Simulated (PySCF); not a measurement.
Species: (HGaO)3 ring, Ga3H3O3.
Geometry (PBE0-D3(BJ)/def2-SVP, Å), atoms numbered from 1 in this order:
```
atom  x, y, z in Å
Ga1   -1.446   -0.940    0.607
H2    -2.675   -1.720    1.129
O3    -1.583    0.593   -0.302
Ga4   -0.218    1.565   -0.925
H5    -0.416    2.887   -1.703
O6     1.394    0.876   -0.572
Ga7    1.707   -0.648    0.309
H8     3.134   -1.185    0.567
O9     0.234   -1.497    0.864
```

The calculation used TDDFT CAM-B3LYP/def2-SVPD, vertical, gas phase, core orbitals frozen in the response in PySCF. Relativistic effects, spin–orbit coupling among them, are left out although an element past zinc is present.

Computed singlets:

```
state  E (eV)       f
   S1    6.39   0.086
   S2    6.40   0.086
   S3    6.42  0.0001
   S4    6.47  0.0000
   S5    6.47  0.0000
   S6    6.69  0.0000
   S7    6.69  0.0000
   S8    6.71   0.027
   S9    6.85  0.0000
  S10    6.96  0.0000
  S11    6.97  0.0000
  S12    7.37   0.195
  S13    7.37   0.195
  S14    7.59  0.0000
  S15    7.61  0.0007
```

Task: How much of the mean static polarisability do these states give, one by one?

Result: Each state adds f / ΔE² (ΔE in hartree, 27.2114 eV).

```csv
state,f/ΔE² (au),running sum (au),running share of α (%)
S1,1.55,1.55,1.9
S2,1.55,3.10,3.7
S3,0.00,3.10,3.8
S4,0.00,3.10,3.8
S5,0.00,3.10,3.8
S6,0.00,3.10,3.8
S7,0.00,3.11,3.8
S8,0.45,3.55,4.3
S9,0.00,3.55,4.3
S10,0.00,3.55,4.3
S11,0.00,3.55,4.3
S12,2.66,6.21,7.5
S13,2.66,8.87,10.7
S14,0.00,8.87,10.7
S15,0.01,8.88,10.7
```

The full response gives 82.77 au (12.26 Å³), so 73.9 au comes from the higher roots of the same equations.

Task: By how much does the contribution of these states grow at 632.8 nm?

Result: With ω = 0.0720 hartree each state's term in the mean polarisability goes from f / ΔE² to f / (ΔE² − ω²); the sum over all 15 states goes from 8.88 to 9.65 au, a rise of 0.77 au.

One conformer stands for the species.
